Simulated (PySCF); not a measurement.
Compound: BGe₂H₉Si.
SMILES with atom numbers: `[BH2:1][Ge@H:2]([SiH3:3])[GeH3:4]` (hydrogens: H5, H6 on B1; H7 on Ge2; H8, H9, H10 on Si3; H11, H12, H13 on Ge4)

Method used: PySCF, PBE0-D3(BJ)/def2-SVP geometry optimisation, gas phase.

Question: Give the optimised bond lengths and angles.

Answer: 
| bond | length (pm) | order |
| --- | --- | --- |
| B1–Ge2 | 203.9 | single |
| Ge2–Si3 | 238.8 | single |
| Ge2–Ge4 | 243.5 | single |
| B1–H5, B1–H6 | 120.8 | single |
| Ge2–H7 | 154.4 | single |
| Si3–H8, Si3–H9, Si3–H10 | 149.5 | single |
| Ge4–H11, Ge4–H12, Ge4–H13 | 154.1 | single |

Bonds in one row agree within 1 pm and their mean is given. Orders are formal, as drawn. A selection of angles:
| angle | degrees |
| --- | --- |
| Ge2–B1–H5 | 122.4 |
| Ge2–B1–H6 | 118.6 |
| H5–B1–H6 | 119.0 |
| B1–Ge2–Si3 | 111.3 |
| B1–Ge2–Ge4 | 108.1 |
| B1–Ge2–H7 | 115.4 |
| Si3–Ge2–Ge4 | 103.7 |
| Si3–Ge2–H7 | 109.3 |
| Ge4–Ge2–H7 | 108.4 |
| Ge2–Si3–H8 | 110.0 |
| Ge2–Si3–H9 | 111.6 |
| H8–Si3–H9 | 108.8 |
| Ge2–Ge4–H11 | 109.1 |
| Ge2–Ge4–H13 | 111.6 |
| H11–Ge4–H12 | 108.8 |

Ge2 (germanium bonded to B, Ge, Si and H) is distorted tetrahedral (angles from 103.7° to 115.4°). B1 (three-coordinate boron) is planar (angles 122.4°, 119.0° and 118.6°, sum 360.0°, 0.01 Å off the plane of its three neighbours). Si3 (SiH3 silicon) is tetrahedral (angles from 108.7° to 111.6°). Ge4 (germanium bonded to Ge and 3 H) is tetrahedral (angles from 108.7° to 111.6°).

Point group: C1 (no symmetry element, even within 0.4 Å). No PBE0-D3(BJ)/def2-SVP frequencies stand behind this structure, so it isn't proved a minimum. One conformer, not necessarily the lowest (H–B1–Ge2–Si3 -127° and 54°).

Hardware: Arm Neoverse V1, one thread, shared host with 32 logical CPUs at a one-minute load of 32. Cost: 82 s wall, 0.54 GiB resident at most. These figures are those of the optimisation.
